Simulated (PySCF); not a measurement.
Which level of theory gave which numbers?

Compound: C3H9NSi.
SMILES with atom numbers: `[CH3:1][CH2:2]/[CH:3]=[N:4]\[SiH3:5]` (hydrogens: H6, H7, H8 on C1; H9, H10 on C2; H11 on C3; H12, H13, H14 on Si5)

The closed-shell ground state was solved 7 times with PySCF (density fitting, gas phase), always in the def2-SVPD basis (176 functions), with these functionals: B3LYP, CAM-B3LYP, HF, LC-wPBE, LDA, PBE0 and wB97X-D. Geometry: PBE0-D3(BJ)/def2-SVP, one conformer, isolated molecule.

| row | total energy (Eh) | HOMO (eV) | LUMO (eV) | dipole (D) |
| --- | --- | --- | --- | --- |
| P | -463.6979 | -8.72 | 1.12 | 2.36 |
| Q | -461.0179 | -5.58 | -2.02 | 2.23 |
| R | -463.6660 | -8.22 | 0.46 | 2.33 |
| S | -462.0111 | -10.23 | 2.47 | 2.58 |
| T | -463.5586 | -9.54 | 1.65 | 2.36 |
| U | -463.7877 | -6.63 | -0.95 | 2.28 |
| V | -463.4251 | -6.84 | -0.72 | 2.30 |

**Question.** Which functional belongs to which row?

**Answer.** P = wB97X-D, Q = LDA, R = CAM-B3LYP, S = HF, T = LC-wPBE, U = B3LYP, V = PBE0. By rising HOMO–LUMO gap: LDA (LDA) 3.56 eV; B3LYP (global hybrid, 20 % exact exchange) 5.68 eV; PBE0 (global hybrid, 25 % exact exchange) 6.12 eV; CAM-B3LYP (range-separated hybrid) 8.68 eV; wB97X-D (range-separated hybrid) 9.84 eV; LC-wPBE (range-separated hybrid) 11.19 eV; HF (all exact exchange) 12.70 eV. Total energies of different functionals aren't bounds to one another; each is stationary for its own functional.

Shape of the structure used: `[CH3:1][CH2:2]/[CH:3]=[N:4]\[SiH3:5]`: C1–C2–C3–N4 125°.

The pairwise dispersion term of wB97X-D wasn't added to the energies; at a given geometry it leaves orbitals and properties as they are.
